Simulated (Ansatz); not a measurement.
`O[SiH](O)O[SiH](O)F` + `C[SiH2]O` → `C[SiH](O)[SiH](O)O` + `O[SiH](O)F`  (formal exchange of groups at the Si–O bond)

Gas-phase electronic energies from Ansatz, PBE0-D4/def2-TZVP geometries. CCSD(T)/CBS adds triple-zeta CCSD(T) − MP2 to the extrapolated MP2 energy (def2 sets, frozen cores). This one scheme is used for every species. Functionals use def2-TZVPP. B3LYP here is the variant with VWN-RPA as its local correlation; programs differ in this. One conformer a species, not always the lowest.

`O[SiH](O)O[SiH](O)F`:

```xyz
12

O    -2.089    1.721   -0.323
Si   -1.438    0.249   -0.114
O    -1.338   -0.489   -1.568
O     0.064    0.333    0.545
Si    1.591   -0.150    0.331
O     2.264   -0.666    1.709
F     1.528   -1.341   -0.740
H    -1.842    2.220   -1.103
H    -2.303   -0.451    0.848
H    -0.642   -1.138   -1.692
H     2.456    0.899   -0.218
H     1.748   -1.187    2.326
```

`C[SiH2]O`:

Z-matrix (Å, degrees):
```
C
Si 1 1.863
H 1 1.093 2 111.0
H 1 1.094 2 110.2 3 119.8
H 1 1.093 2 111.5 3 -120.7
O 2 1.652 1 112.6 3 57.7
H 2 1.492 1 108.9 3 -179.5
H 2 1.483 1 110.6 3 -59.4
H 6 0.957 2 117.7 1 68.6
```

`C[SiH](O)[SiH](O)O`:

Z-matrix (Å, degrees):
```
C
Si 1 1.868
H 1 1.094 2 110.0
H 1 1.093 2 111.4 3 -119.3
H 1 1.092 2 111.2 3 119.7
O 2 1.668 1 111.8 3 -178.5
Si 2 2.348 1 113.8 3 -67.0
H 2 1.493 1 108.2 3 60.5
H 6 0.958 2 118.3 1 -69.9
O 7 1.648 2 106.8 1 140.0
O 7 1.648 2 106.0 1 -98.5
H 7 1.488 2 117.0 1 17.4
H 10 0.959 7 117.6 2 -178.3
H 11 0.962 7 114.3 2 -29.2
```

`O[SiH](O)F`:

Cartesian coordinates in Å:
```
O -0.210 -0.522 1.238
Si -0.261 0.077 -0.277
O 0.884 1.212 -0.425
F -0.024 -1.135 -1.287
H -0.580 -1.390 1.400
H -1.543 0.693 -0.641
H 1.734 1.066 -0.007
```

(1) Is it downhill or uphill in electronic energy at CCSD(T)/CBS, and by how much? (Estimate.)

(2) What do these levels give: PBE0-D4, B3LYP-D4, ωB97X-V, B2PLYP, PBE, r2SCAN, MP2/def2-TZVPP, SCS-MP2/def2-TZVPP, HF/def2-QZVPP, SCS-MP2/def2-QZVPP, HF/CBS(def2), MP2/CBS(def2)? (Estimate.)

Largest T1 diagnostic among the species: 0.012.

## Answers

(1) Ansatz gave: Uphill: ΔE = +158.6 kJ/mol.

(2) The calculation gave: PBE0-D4 141.0, B3LYP-D4 155.0, ωB97X-V 153.4, B2PLYP 160.8, PBE 129.5, r2SCAN 154.8, MP2/def2-TZVPP 163.9, SCS-MP2/def2-TZVPP 166.9, HF/def2-QZVPP 189.4, SCS-MP2/def2-QZVPP 167.4, HF/CBS(def2) 189.9, MP2/CBS(def2) 163.1 kJ/mol.

In def2-TZVPP, CCSD(T) changes the Hartree–Fock value by −27.0 kJ/mol (the triples alone add −3.9 kJ/mol) and MP2 by −22.5 kJ/mol. From PBE to PBE0 (25 % exact exchange), in def2-TZVPP and without D4, ΔE moves by +12.0 kJ/mol.
